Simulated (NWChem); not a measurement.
System: CH4MoO3; SMILES [CH3][Mo](=[O])(=[O])[OH]

NWChem input:

```
start job
memory heap 200 mb stack 900 mb global 1100 mb
geometry units angstroms noautosym nocenter noautoz
  Mo    -0.055057     0.058023     0.000100
  O      0.849870    -0.363590     1.374160
  O      0.849478    -0.367879    -1.372881
  O     -0.620596     1.843032    -0.002545
  H     -0.184021     2.712472    -0.004877
  C     -1.743934    -1.205095     0.002399
  H     -2.345589    -0.994503     0.911502
  H     -1.442746    -2.271876     0.004055
  H     -2.345903    -0.997415    -0.907166
end
basis spherical
  * library def2-svp
end
ecp
  Mo library def2-ecp
end
dft
  xc b3lyp
  iterations 150
end
property
  response 1 0.0773
end
task dft property
```

Output (shortened):

```
             Northwest Computational Chemistry Package (NWChem) 7.3.0
             --------------------------------------------------------

                             Geometry "geometry" -> ""
                             -------------------------

 Output coordinates in angstroms (scale by  1.889725989 to convert to a.u.)

  No.       Tag          Charge          X              Y              Z
 ---- ---------------- ---------- -------------- -------------- --------------
    1 Mo                  42.0000    -0.05505700     0.05802300     0.00010000
    2 O                    8.0000     0.84987000    -0.36359000     1.37416000
    3 O                    8.0000     0.84947800    -0.36787900    -1.37288100
    4 O                    8.0000    -0.62059600     1.84303200    -0.00254500
    5 H                    1.0000    -0.18402100     2.71247200    -0.00487700
    6 C                    6.0000    -1.74393400    -1.20509500     0.00239900
    7 H                    1.0000    -2.34558900    -0.99450300     0.91150200
    8 H                    1.0000    -1.44274600    -2.27187600     0.00405500
    9 H                    1.0000    -2.34590300    -0.99741500    -0.90716600

 Effective nuclear repulsion energy (a.u.)     488.2228441891

                                 NWChem DFT Module
                                 -----------------

 Summary of "ao basis" -> "ao basis" (spherical)
 ------------------------------------------------------------------------------
       Tag                 Description            Shells   Functions and Types
 ---------------- ------------------------------  ------  ---------------------
 Mo                         def2-svp                11       31   5s3p2d1f
 O                          def2-svp                 6       14   3s2p1d
 H                          def2-svp                 3        5   2s1p
 C                          def2-svp                 6       14   3s2p1d

            General Information
            -------------------
          SCF calculation type: DFT
          Wavefunction type:  closed shell.
          No. of atoms     :     9
          No. of electrons :    48
           Alpha electrons :    24
            Beta electrons :    24
          Charge           :     0
          Spin multiplicity:     1
          Use of symmetry is: off; symmetry adaption is: off
          Maximum number of iterations: 150
          AO basis - number of functions:   107
                     number of shells:    47
          Convergence on energy requested:  1.00D-06
          Convergence on density requested:  1.00D-05
          Convergence on gradient requested:  5.00D-04

              XC Information
              --------------
                         B3LYP Method XC Potential
                     Hartree-Fock (Exact) Exchange  0.200
                        Slater Exchange Functional  0.800 local
                    Becke 1988 Exchange Functional  0.720 non-local
              Lee-Yang-Parr Correlation Functional  0.810
                  VWN I RPA Correlation Functional  0.190 local

             Grid Information
             ----------------
          Grid used for XC integration:  medium
          Radial quadrature: Mura-Knowles
          Angular quadrature: Lebedev.
          Tag              B.-S. Rad. Rad. Pts. Rad. Cut. Ang. Pts.
          ---              ---------- --------- --------- ---------
          Mo                  1.45      123           9.0       590
          O                   0.60       49          11.0       434
          H                   0.35       45          12.0       434
          C                   0.70       49          11.0       434
          Grid pruning is: on
          Number of quadrature shells:   499
          Spatial weights used:  Erf1

      Superposition of Atomic Density Guess
      -------------------------------------

 Sum of atomic energies:        -340.98737611

      Non-variational initial energy
      ------------------------------

 Total energy =    -331.757700
 1-e energy   =    -915.150690
 2-e energy   =     362.306067
 HOMO         =      -0.366133
 LUMO         =      -0.053127

   convergence    iter        energy       DeltaE   RMS-Dens  Diis-err
 ---------------- ----- ----------------- --------- --------- ---------
 d= 0,ls=0.0,diis     1   -333.7748917650 -5.55D+02  4.92D-02  4.36D+00
 d= 0,ls=0.0,diis     2   -325.1487506410  8.63D+00  4.12D-02  6.80D+01
 d= 0,ls=0.0,diis     3   -334.1217536217 -8.97D+00  9.75D-03  1.91D+00
 d= 0,ls=0.0,diis     4   -334.2712128721 -1.49D-01  3.29D-03  5.15D-01
 d= 0,ls=0.0,diis     5   -334.3226507619 -5.14D-02  8.21D-04  9.75D-03
  Resetting Diis
 d= 0,ls=0.0,diis     6   -334.3232081792 -5.57D-04  4.36D-04  4.99D-03
 d= 0,ls=0.0,diis     7   -334.3237641749 -5.56D-04  3.84D-04  5.28D-04
 d= 0,ls=0.0,diis     8   -334.3232915033  4.73D-04  3.20D-04  5.41D-03
 d= 0,ls=0.0,diis     9   -334.3238021423 -5.11D-04  6.66D-05  1.33D-04
 d= 0,ls=0.0,diis    10   -334.3238167701 -1.46D-05  1.17D-05  3.42D-06
 d= 0,ls=0.0,diis    11   -334.3238170745 -3.04D-07  3.94D-06  4.19D-07

         Total DFT energy =     -334.323817074510
      One electron energy =     -919.958588367676
           Coulomb energy =      404.930247946546
    Exchange-Corr. energy =      -40.382398822438
 Nuclear repulsion energy =      221.086922169058

 Numeric. integr. density =       47.999992743050

                       DFT Final Molecular Orbital Analysis
                       ------------------------------------

 Vector   22  Occ=2.000000D+00  E=-3.443441D-01
              MO Center= -9.5D-02,  9.9D-01, -3.2D-04, r^2= 3.0D+00
   Bfn.  Coefficient  Atom+Function         Bfn.  Coefficient  Atom+Function
  ----- ------------  ---------------      ----- ------------  ---------------
    65      0.504484  4 O  pz                68      0.380610  4 O  pz
    36     -0.174722  2 O  py                50      0.174014  3 O  py
    35     -0.169624  2 O  px                49      0.169530  3 O  px
    16     -0.154935  1 Mo d -1              39     -0.131909  2 O  py
    53      0.131417  3 O  py                 8     -0.127653  1 Mo pz

 Vector   23  Occ=2.000000D+00  E=-3.187700D-01
              MO Center= -6.6D-01, -7.4D-01,  1.4D-03, r^2= 3.1D+00
   Bfn.  Coefficient  Atom+Function         Bfn.  Coefficient  Atom+Function
  ----- ------------  ---------------      ----- ------------  ---------------
    82      0.314242  6 C  px                83      0.238254  6 C  py
     2     -0.219755  1 Mo s                  7      0.203482  1 Mo py
    15      0.196200  1 Mo d -2              36     -0.191589  2 O  py
    50     -0.191448  3 O  py                85      0.187972  6 C  px
     4      0.184519  1 Mo s                 35     -0.147860  2 O  px

 Vector   24  Occ=2.000000D+00  E=-3.151209D-01
              MO Center=  8.1D-01, -3.4D-01,  6.2D-04, r^2= 2.5D+00
   Bfn.  Coefficient  Atom+Function         Bfn.  Coefficient  Atom+Function
  ----- ------------  ---------------      ----- ------------  ---------------
    35      0.384317  2 O  px                49     -0.384408  3 O  px
    38      0.275918  2 O  px                52     -0.275986  3 O  px
    36     -0.196893  2 O  py                50      0.196321  3 O  py
    37     -0.155514  2 O  pz                51     -0.155969  3 O  pz
     8      0.153560  1 Mo pz                39     -0.141985  2 O  py

 Vector   25  Occ=0.000000D+00  E=-1.014480D-01
              MO Center= -1.4D-01,  1.1D-01,  3.5D-05, r^2= 2.3D+00
   Bfn.  Coefficient  Atom+Function         Bfn.  Coefficient  Atom+Function
  ----- ------------  ---------------      ----- ------------  ---------------
    19      0.614618  1 Mo d  2              15     -0.460456  1 Mo d -2
    17     -0.208811  1 Mo d  0              63      0.207408  4 O  px
    37      0.182930  2 O  pz                51     -0.182941  3 O  pz
    66      0.177875  4 O  px                 6      0.173172  1 Mo px
    24      0.154828  1 Mo d  2              40      0.152127  2 O  pz

 Vector   26  Occ=0.000000D+00  E=-8.054419D-02
              MO Center=  1.0D-01, -7.1D-02,  1.8D-04, r^2= 2.0D+00
   Bfn.  Coefficient  Atom+Function         Bfn.  Coefficient  Atom+Function
  ----- ------------  ---------------      ----- ------------  ---------------
    16      0.723325  1 Mo d -1              18     -0.405355  1 Mo d  1
    36     -0.260697  2 O  py                50      0.260871  3 O  py
    39     -0.231510  2 O  py                53      0.231692  3 O  py
    94      0.147352  7 H  s                104     -0.147280  9 H  s
    65     -0.128434  4 O  pz                35     -0.119267  2 O  px

 Vector   27  Occ=0.000000D+00  E=-3.833795D-02
              MO Center= -1.0D-01,  2.0D-01, -1.7D-04, r^2= 3.3D+00
   Bfn.  Coefficient  Atom+Function         Bfn.  Coefficient  Atom+Function
  ----- ------------  ---------------      ----- ------------  ---------------
    15      0.578379  1 Mo d -2              19      0.509020  1 Mo d  2
    62      0.412476  4 O  s                 81     -0.335845  6 C  s
    85     -0.276288  6 C  px                75     -0.270714  5 H  s
    20      0.216010  1 Mo d -2               4      0.211680  1 Mo s
    86     -0.198860  6 C  py                36     -0.193264  2 O  py

     Multipole analysis of the density
     ---------------------------------

     L   x y z        total         alpha         beta         nuclear
     -   - - -        -----         -----         ----         -------
     0   0 0 0      0.000000    -24.000000    -24.000000     48.000000

     1   1 0 0     -0.879213      7.991070      7.991070    -16.861354
     1   0 1 0      0.778112     -0.482990     -0.482990      1.744092
     1   0 0 1     -0.002147     -0.009747     -0.009747      0.017348

     2   2 0 0    -34.769724    -99.596032    -99.596032    164.422340
     2   1 1 0      2.906582     -9.070161     -9.070161     21.046903
     2   1 0 1     -0.005783      0.022786      0.022786     -0.051356
     2   0 2 0    -28.361639   -108.060264   -108.060264    187.758890
     2   0 1 1     -0.018368      0.054229      0.054229     -0.126825
     2   0 0 2    -37.695557    -75.697080    -75.697080    113.698604

 *** CALLING NEW AORESP DRIVER FOR CLOSED AND OPEN SHELLS ***
 Entering AOResponse driver routine

--------------------------------------------------------------------------------

          -----------------------------------------------
          Solving response equations for perturbing field
          -----------------------------------------------

 number of frequencies:     1
 frequency in a.u.:  0.7730000E-01
 Perturbing field: electric
 Using El. Dipole Length Gauge

 Setting up CPKS with frequency omega =      0.07730000 a.u.

                            NWChem Dynamic CPHF Module
                            --------------------------

    scftype = RHF
    nclosed =   24
      nopen =    0
  variables =     3984
  num. vecs =        3
  tolerance =   1.0D-04
  max. iter =   50

 SCF residual:    3.3489542269169657E-004

Iterative solution of linear equations
  No. of variables     3984
  No. of equations        3
  Maximum subspace       30
       Convergence  1.0D-04

   iter   nsub   residual    time
   ----  ------  --------  ---------
     1      3    1.45D+01      51.6
     2      6    5.44D+00      67.0
     3      9    1.41D+00      82.4
     4     12    1.97D-01      97.9
     5     15    7.16D-02     113.1
     6     18    2.22D-02     128.7
     7     21    8.18D-03     144.2
     8     24    1.32D-03     159.6
     9     27    2.81D-04     174.9
    10     30    6.45D-05     190.1

 Electric Dipole Response Matrix (nonzero elements):

              1        2        3
    1   58.2296   5.7348  -0.0104
    2    5.7350  57.9648  -0.0147
    3   -0.0104  -0.0147  51.4224

 ------------------------------------------
 average:        55.87225 + I       0.00000

 DFT Linear Response polarizability / au
 Frequency  =       0.0773000 / au
 Wavelength =     589.4353558 / nm
              X              Y              Z
 -----------------------------------------------
 X      58.2296009      5.7348377     -0.0104328
 Y       5.7349909     57.9647536     -0.0146552
 Z      -0.0104344     -0.0146549     51.4224038
 -----------------------------------------------
 Eigenvalues =      63.8335689     52.3608217     51.4223677
 Isotropic   =      55.8722528
 Anisotropic =      11.9695977
 -----------------------------------------------

 Magnetic Dipole Response Matrix (nonzero elements):
```

Level: B3LYP/def2-SVP with def2 effective core potentials on Mo. Structure relaxed at the PBE-D3(BJ)/def2-SVP level. Not confirmed as a minimum by frequencies. B3LYP is NWChem's, with the RPA form of VWN correlation. def2 effective core potentials on Mo; no spin-orbit coupling.
